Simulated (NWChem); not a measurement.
System: silylphosphine (SiPH₅); SMILES [SiH3]P

Excerpt of the output:

```
             Northwest Computational Chemistry Package (NWChem) 7.3.0
             --------------------------------------------------------

                             Geometry "geometry" -> ""
                             -------------------------

 Output coordinates in angstroms (scale by  1.889725989 to convert to a.u.)

  No.       Tag          Charge          X              Y              Z
 ---- ---------------- ---------- -------------- -------------- --------------
    1 Si                  14.0000    -0.00006000     1.08572700    -0.02207400
    2 P                   15.0000     0.00006100    -1.19214700    -0.09096300
    3 H                    1.0000    -1.21092300     1.56929100    -0.73673500
    4 H                    1.0000     1.20647800     1.56961200    -0.74380000
    5 H                    1.0000     0.00387800     1.65654700     1.35253400
    6 H                    1.0000    -1.03673600    -1.34992800     0.87474900
    7 H                    1.0000     1.04279500    -1.34960400     0.86839000

 Effective nuclear repulsion energy (a.u.)      89.5967322619

  pbe96 is a nonlocal functional; adding pw91lda local functional.
                              NWChem Property Module
                              ----------------------

  itol2e modified to match energy
  convergence criterion.

                                 NWChem DFT Module
                                 -----------------

 Summary of "ao basis" -> "ao basis" (spherical)
 ------------------------------------------------------------------------------
       Tag                 Description            Shells   Functions and Types
 ---------------- ------------------------------  ------  ---------------------
 Si                         pcsseg-1                10       24   4s5p1d
 P                          pcsseg-1                10       24   4s5p1d
 H                          pcsseg-1                 3        5   2s1p

  itol2e modified to match energy
  convergence criterion.

            General Information
            -------------------
          SCF calculation type: DFT
          Wavefunction type:  closed shell.
          No. of atoms     :     7
          No. of electrons :    34
           Alpha electrons :    17
            Beta electrons :    17
          Charge           :     0
          Spin multiplicity:     1
          Use of symmetry is: off; symmetry adaption is: off
          Maximum number of iterations: 150
          AO basis - number of functions:    73
                     number of shells:    35
          Convergence on energy requested:  1.00D-07
          Convergence on density requested:  1.00D-05
          Convergence on gradient requested:  5.00D-04

              XC Information
              --------------
          PerdewBurkeErnzerhof Exchange Functional  1.000
            Perdew 1991 LDA Correlation Functional  1.000 local
           PerdewBurkeErnz. Correlation Functional  1.000 non-local

             Grid Information
             ----------------
          Grid used for XC integration:  fine
          Radial quadrature: Mura-Knowles
          Angular quadrature: Lebedev.
          Tag              B.-S. Rad. Rad. Pts. Rad. Cut. Ang. Pts.
          ---              ---------- --------- --------- ---------
          Si                  1.10      123          10.0       770
          P                   1.00      123          10.0       770
          H                   0.35       60          11.0       590
          Grid pruning is: on
          Number of quadrature shells:   546
          Spatial weights used:  Erf1

      Superposition of Atomic Density Guess
      -------------------------------------

 Sum of atomic energies:        -631.93004714

      Non-variational initial energy
      ------------------------------

 Total energy =    -632.507541
 1-e energy   =   -1052.183869
 2-e energy   =     330.079596
 HOMO         =      -0.297478
 LUMO         =       0.060193

   convergence    iter        energy       DeltaE   RMS-Dens  Diis-err
 ---------------- ----- ----------------- --------- --------- ---------
 d= 0,ls=0.0,diis     1   -633.4689319246 -7.23D+02  7.35D-03  5.71D-01
 d= 0,ls=0.0,diis     2   -633.4877882250 -1.89D-02  6.00D-03  4.74D-02
 d= 0,ls=0.0,diis     3   -633.4898938867 -2.11D-03  3.04D-03  3.95D-02
 d= 0,ls=0.0,diis     4   -633.4967095121 -6.82D-03  6.26D-04  9.03D-04
 d= 0,ls=0.0,diis     5   -633.4968700438 -1.61D-04  1.02D-04  3.45D-05
  Resetting Diis
 d= 0,ls=0.0,diis     6   -633.4968755205 -5.48D-06  2.38D-05  1.59D-06
 d= 0,ls=0.0,diis     7   -633.4968757940 -2.74D-07  1.33D-05  1.24D-07
 d= 0,ls=0.0,diis     8   -633.4968757799  1.40D-08  7.20D-06  2.01D-07

         Total DFT energy =     -633.496875779944
      One electron energy =    -1054.536559826367
           Coulomb energy =      377.081035909827
    Exchange-Corr. energy =      -45.638084125258
 Nuclear repulsion energy =       89.596732261854

 Numeric. integr. density =       33.999998700103

                       DFT Final Molecular Orbital Analysis
                       ------------------------------------

 Vector   15  Occ=2.000000D+00  E=-3.124754D-01
              MO Center= -9.6D-04,  1.1D+00, -3.7D-01, r^2= 3.2D+00
   Bfn.  Coefficient  Atom+Function         Bfn.  Coefficient  Atom+Function
  ----- ------------  ---------------      ----- ------------  ---------------
    14      0.320916  1 Si px                49     -0.320803  3 H  s
    54      0.320845  4 H  s                 50     -0.176085  3 H  s
    55      0.176108  4 H  s                 64      0.140103  6 H  s
    69     -0.140108  7 H  s                 17      0.138119  1 Si px
    38     -0.133031  2 P  px                65      0.087984  6 H  s

 Vector   16  Occ=2.000000D+00  E=-2.971982D-01
              MO Center= -1.3D-04,  1.7D-01, -7.5D-02, r^2= 3.4D+00
   Bfn.  Coefficient  Atom+Function         Bfn.  Coefficient  Atom+Function
  ----- ------------  ---------------      ----- ------------  ---------------
    39     -0.273869  2 P  py                15      0.257901  1 Si py
    49      0.199470  3 H  s                 54      0.199432  4 H  s
    40      0.187471  2 P  pz                42     -0.187018  2 P  py
    16     -0.171687  1 Si pz                64      0.160517  6 H  s
    69      0.160512  7 H  s                 28     -0.145452  2 P  s

 Vector   17  Occ=2.000000D+00  E=-2.378982D-01
              MO Center= -1.5D-04, -1.0D+00, -1.5D-01, r^2= 2.8D+00
   Bfn.  Coefficient  Atom+Function         Bfn.  Coefficient  Atom+Function
  ----- ------------  ---------------      ----- ------------  ---------------
    43     -0.314372  2 P  pz                40     -0.311877  2 P  pz
    27      0.299042  2 P  s                 28      0.274288  2 P  s
    39     -0.272745  2 P  py                42     -0.260647  2 P  py
    26     -0.193614  2 P  s                 15      0.184013  1 Si py
    60      0.161017  5 H  s                 59      0.159262  5 H  s

 Vector   18  Occ=0.000000D+00  E=-1.890484D-02
              MO Center=  4.0D-04,  3.8D-01,  1.0D-01, r^2= 5.2D+00
   Bfn.  Coefficient  Atom+Function         Bfn.  Coefficient  Atom+Function
  ----- ------------  ---------------      ----- ------------  ---------------
    18      1.138436  1 Si py                28      1.002291  2 P  s
    42      0.960622  2 P  py                 4     -0.842972  1 Si s
    15      0.309646  1 Si py                39      0.274608  2 P  py
     3     -0.259517  1 Si s                 19     -0.253083  1 Si pz
    60      0.248920  5 H  s                 27      0.164050  2 P  s

 Vector   19  Occ=0.000000D+00  E=-1.025667D-02
              MO Center=  3.2D-04, -8.1D-01,  1.3D-01, r^2= 4.0D+00
   Bfn.  Coefficient  Atom+Function         Bfn.  Coefficient  Atom+Function
  ----- ------------  ---------------      ----- ------------  ---------------
    41      0.973042  2 P  px                65      0.909200  6 H  s
    70     -0.908234  7 H  s                 17      0.533275  1 Si px
    50      0.457887  3 H  s                 55     -0.458057  4 H  s
    38      0.273747  2 P  px                64      0.272987  6 H  s
    69     -0.272831  7 H  s                 47      0.132672  2 P  d  1

 Vector   20  Occ=0.000000D+00  E=-7.102805D-03
              MO Center=  1.9D-03, -3.9D-01,  4.1D-01, r^2= 5.5D+00
   Bfn.  Coefficient  Atom+Function         Bfn.  Coefficient  Atom+Function
  ----- ------------  ---------------      ----- ------------  ---------------
    28      1.337974  2 P  s                 65     -0.968933  6 H  s
    70     -0.969871  7 H  s                 60     -0.949121  5 H  s
    43      0.741766  2 P  pz                 4      0.542566  1 Si s
    19      0.539122  1 Si pz                18      0.489105  1 Si py
     3      0.391160  1 Si s                 27      0.216006  2 P  s

     Multipole analysis of the density
     ---------------------------------

     L   x y z        total         alpha         beta         nuclear
     -   - - -        -----         -----         ----         -------
     0   0 0 0     -0.000000    -17.000000    -17.000000     34.000000

     1   1 0 0      0.001021     -0.004750     -0.004750      0.010520
     1   0 1 0      0.139552      0.623568      0.623568     -1.107585
     1   0 0 1      0.343150      0.226701      0.226701     -0.110252

     2   2 0 0    -21.942529    -20.049234    -20.049234     18.155940
     2   1 1 0     -0.004048      0.015846      0.015846     -0.035740
     2   1 0 1     -0.003611      0.000693      0.000693     -0.004998
     2   0 2 0    -23.762352    -99.614551    -99.614551    175.466749
     2   0 1 1     -1.435260      1.326507      1.326507     -4.088274
     2   0 0 2    -23.231394    -19.785556    -19.785556     16.339718

          -----------------------------------------
          Chemical Shielding Tensors (GIAO, in ppm)
          -----------------------------------------

                                NWChem CPHF Module
                                ------------------

  scftype          =     RHF
  nclosed          =       17
  nopen            =        0
  variables        =      952
  # of vectors     =        3
  tolerance        = 0.10D-03
  level shift      = 0.00D+00
  max iterations   =       50
  max subspace     =       30

 SCF residual:    3.5420421170570502E-005

Iterative solution of linear equations
  No. of variables      952
  No. of equations        3
  Maximum subspace       30
        Iterations       50
       Convergence  1.0D-04

   iter   nsub   residual    time
   ----  ------  --------  ---------
     1      3    1.08D-05      12.1

      Atom:    1  Si
        Diamagnetic
    879.4211     -0.0007     -0.0009
     -0.0007    886.1811      0.0805
     -0.0009      0.0805    879.1419

        Paramagnetic
   -493.0526     -0.0141      0.0737
     -0.0141   -434.7251     -2.4849
      0.0737     -2.4849   -469.5905

        Total Shielding Tensor
    386.3685     -0.0148      0.0728
     -0.0148    451.4560     -2.4044
      0.0728     -2.4044    409.5514

           isotropic =     415.7920
          anisotropy =      53.7023

          Principal Components and Axis System
                 1           2           3
              451.5935    409.4141    386.3683

      1        -0.0003      0.0031      1.0000
      2         0.9984      0.0571      0.0001
      3        -0.0571      0.9984     -0.0031

      Atom:    2  P
        Diamagnetic
    966.5663     -0.0029     -0.0061
     -0.0029    971.3414     -0.7059
     -0.0061     -0.7059    964.5411

        Paramagnetic
   -295.0460     -0.0102     -0.4007
     -0.0102   -411.0339     -9.3463
     -0.4007     -9.3463   -426.9069

        Total Shielding Tensor
    671.5203     -0.0130     -0.4068
     -0.0130    560.3076    -10.0522
     -0.4068    -10.0522    537.6341

           isotropic =     589.8207
          anisotropy =     122.5513

          Principal Components and Axis System
                 1           2           3
              671.5215    564.1222    533.8183

      1         1.0000     -0.0012      0.0028
      2         0.0002      0.9349      0.3548
      3        -0.0031     -0.3548      0.9349

      Atom:    3  H
        Diamagnetic
     32.1406     -4.5930      5.1005
     -4.5930     27.7975     -2.6384
      5.1005     -2.6384     26.2913

        Paramagnetic
     -3.8015      1.6013     -2.4838
      1.6013     -0.2159      0.9519
     -2.4838      0.9519     -0.4134

        Total Shielding Tensor
     28.3391     -2.9917      2.6167
     -2.9917     27.5817     -1.6865
      2.6167     -1.6865     25.8779

           isotropic =      27.2662
          anisotropy =       7.7439

          Principal Components and Axis System
                 1           2           3
               32.4288     25.1766     24.1932

      1         0.6957      0.4029     -0.5947
      2        -0.5779      0.8057     -0.1302
      3         0.4267      0.4342      0.7934

      Atom:    4  H
        Diamagnetic
     22.9042      0.0171      0.0323
      0.0171     28.2177      6.1074
      0.0323      6.1074     34.2530

        Paramagnetic
      0.3390     -0.0068     -0.0150
     -0.0068     -0.0967     -2.3408
     -0.0150     -2.3408     -4.9392

        Total Shielding Tensor
     23.2432      0.0103      0.0173
      0.0103     28.1211      3.7666
      0.0173      3.7666     29.3138

           isotropic =      26.8927
          anisotropy =       8.4574

          Principal Components and Axis System
                 1           2           3
               32.5310     24.9040     23.2431

      1         0.0021     -0.0020      1.0000
      2         0.6495      0.7604      0.0002
      3         0.7604     -0.6495     -0.0029

      Atom:    5  H
        Diamagnetic
     31.3448      2.7869     -8.3115
      2.7869     25.8588     -2.8945
     -8.3115     -2.8945     29.0884

        Paramagnetic
      0.9753     -0.7514      2.7959
     -0.7514      1.3353      0.6935
      2.7959      0.6935      0.2239

        Total Shielding Tensor
     32.3200      2.0355     -5.5155
      2.0355     27.1941     -2.2010
     -5.5155     -2.2010     29.3124

           isotropic =      29.6088
          anisotropy =      11.6725

          Principal Components and Axis System
                 1           2           3
               37.3905     26.5105     24.9255

      1         0.7561     -0.4121      0.5084
      2         0.2788      0.9056      0.3196
      3        -0.5922     -0.0999      0.7996
```

Level: PBE/pcSseg-1, GIAO. All runs use the structure optimised with B3LYP/6-31G* (spherical d). The output numbers the shielded atoms by their place in the input's list. The printed shielding anisotropy is the first printed principal value minus the mean of the other two.

Q: Write an input that gives this output.

A: Several could match; the one computed here: the input that was run:
```
start job
memory heap 200 mb stack 900 mb global 1100 mb
geometry units angstroms noautosym nocenter noautoz
  Si    -0.000060     1.085727    -0.022074
  P      0.000061    -1.192147    -0.090963
  H     -1.210923     1.569291    -0.736735
  H      1.206478     1.569612    -0.743800
  H      0.003878     1.656547     1.352534
  H     -1.036736    -1.349928     0.874749
  H      1.042795    -1.349604     0.868390
end
basis spherical
  * library pcsseg-1
end
dft
  xc xpbe96 cpbe96
  iterations 150
end
property
  shielding 5 1 2 3 5 6
end
task dft property
```
